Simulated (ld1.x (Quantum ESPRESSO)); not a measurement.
**How hard is this zinc (Zn) RRKJ potential?**

* Element: zinc
* Generator: ld1.x (Quantum ESPRESSO) 7.5
* Type: norm-conserving RRKJ (Kleinman–Bylander form)
* Functional: LDA (PZ)
* Relativity: scalar-relativistic
* Frozen core: [Ne]
* Valence charge: 20
* Reference configuration: 3s2 3p6 3d9 4s0 4p0 (charge +3)
* Partial waves: 3p (bound): rc 1.10 bohr; 3d (bound): rc 1.45 bohr; 3s (bound): rc 1.10 bohr
* Local potential: the s channel
* Core correction: none
* rho0: 0.001

The pseudo-atom Hamiltonian at the reference potential is diagonalised in spherical Bessel functions j_l(qr) that vanish at 20 bohr, with q² up to the cutoff. All-electron valence levels (Ry): 3p -9.1861, 4p -1.9556, 3d -3.7532, 3s -12.5335, 4s -2.6220.

Question: How do the lowest levels (Ry) of each channel move with the cutoff, and are there ghosts?

Answer:

| cutoff (Ry) | p #1 | p #2 | d #1 | d #2 | s #1 | s #2 | s #3 | f #1 | Σ f·Δε (mRy) |
| --- | --- | --- | --- | --- | --- | --- | --- | --- | --- |
| 8 | -4.0680 | -1.2427 | -1.3600 | -0.6624 | -10.5164 | -2.1732 | -0.9215 | -0.6041 | 56282.1 |
| 12 | -5.1438 | -1.4106 | -1.4727 | -0.7003 | -11.6831 | -2.4281 | -0.9984 | -0.6060 | 46479.6 |
| 21 | -6.9180 | -1.6445 | -1.7204 | -0.7751 | -12.4114 | -2.6926 | -1.0795 | -0.6070 | 32148.1 |
| 30 | -8.0344 | -1.7896 | -2.0459 | -0.8554 | -12.4721 | -2.7693 | -1.1054 | -0.6073 | 22399.6 |
| 45 | -8.8489 | -1.9190 | -2.9949 | -1.0030 | -12.4845 | -2.7952 | -1.1159 | -0.6075 | 8946.4 |
| 55 | -9.0353 | -1.9583 | -3.5014 | -1.0533 | -12.5081 | -2.7955 | -1.1162 | -0.6075 | 3222.2 |
| 70 | -9.1539 | -1.9890 | -3.7261 | -1.0731 | -12.5268 | -2.7967 | -1.1164 | -0.6075 | 450.6 |
| 100 | -9.1859 | -1.9990 | -3.7520 | -1.0758 | -12.5314 | -2.7992 | -1.1171 | -0.6076 | 16.5 |
| 120 | -9.1861 | -1.9990 | -3.7529 | -1.0758 | -12.5319 | -2.7995 | -1.1173 | -0.6076 | 6.0 |
| 180 | -9.1861 | -1.9992 | -3.7532 | -1.0758 | -12.5335 | -2.7997 | -1.1173 | -0.6076 | 0.3 |
| 230 | -9.1862 | -1.9992 | -3.7532 | -1.0758 | -12.5335 | -2.7997 | -1.1173 | -0.6076 | 0.2 |
| 400 | -9.1862 | -1.9992 | -3.7532 | -1.0758 | -12.5335 | -2.7997 | -1.1173 | -0.6076 | 0.0 |

Result: no extra level below or beside the all-electron valence levels (p, d, s, f tested); 10 mRy is reached at 120 Ry and 1 mRy at 180 Ry.

Its largest configuration-test error is +3002 meV.
